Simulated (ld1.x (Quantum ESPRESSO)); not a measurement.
# Plane-wave convergence, TM potential for vanadium

V, norm-conserving Troullier–Martins (Kleinman–Bylander form), made with ld1.x (Quantum ESPRESSO) 7.5 (LDA (PZ), scalar-relativistic). Core [Ar], reference 3d3 4s2 4p0. Waves: 4p (bound, empty): rc 2.95 bohr; 3d (bound): rc 2.00 bohr; 4s (bound): rc 2.55 bohr. Local part: the s channel. Core correction: none.

The pseudo-atom Hamiltonian at the reference potential is diagonalised in spherical Bessel functions j_l(qr) that vanish at 20 bohr, with q² up to the cutoff. All-electron valence levels (Ry): 4p -0.1125, 3d -0.3954, 4s -0.3567.

Task: How do the lowest levels (Ry) of each channel move with the cutoff, and are there ghosts?

Result:

| cutoff (Ry) | p #1 | p #2 | d #1 | d #2 | s #1 | s #2 | f #1 | Σ f·Δε (mRy) |
| --- | --- | --- | --- | --- | --- | --- | --- | --- |
| 8 | -0.1124 | 0.0460 | 0.0489 | 0.1230 | -0.3546 | 0.0049 | 0.1084 | 1337.2 |
| 12 | -0.1124 | 0.0460 | 0.0486 | 0.1221 | -0.3556 | 0.0048 | 0.1084 | 1334.3 |
| 15 | -0.1124 | 0.0460 | 0.0482 | 0.1210 | -0.3562 | 0.0047 | 0.1084 | 1331.8 |
| 21 | -0.1124 | 0.0460 | 0.0438 | 0.1097 | -0.3566 | 0.0047 | 0.1084 | 1317.8 |
| 25 | -0.1124 | 0.0460 | 0.0328 | 0.0912 | -0.3566 | 0.0047 | 0.1084 | 1284.9 |
| 35 | -0.1125 | 0.0460 | -0.2348 | 0.0572 | -0.3567 | 0.0047 | 0.1084 | 482.0 |
| 45 | -0.1125 | 0.0460 | -0.3649 | 0.0556 | -0.3567 | 0.0047 | 0.1084 | 91.5 |
| 50 | -0.1125 | 0.0460 | -0.3871 | 0.0554 | -0.3567 | 0.0047 | 0.1084 | 24.8 |
| 60 | -0.1125 | 0.0460 | -0.3944 | 0.0554 | -0.3567 | 0.0047 | 0.1084 | 3.0 |
| 70 | -0.1125 | 0.0460 | -0.3952 | 0.0554 | -0.3567 | 0.0047 | 0.1084 | 0.6 |
| 90 | -0.1125 | 0.0460 | -0.3953 | 0.0554 | -0.3567 | 0.0047 | 0.1084 | 0.4 |
| 400 | -0.1125 | 0.0460 | -0.3954 | 0.0554 | -0.3567 | 0.0047 | 0.1084 | 0.0 |

Result: no extra level below or beside the all-electron valence levels (p, d, s, f tested); 10 mRy is reached at 55 Ry and 1 mRy at 70 Ry.

4 of 9 tests not solved or not reliable.
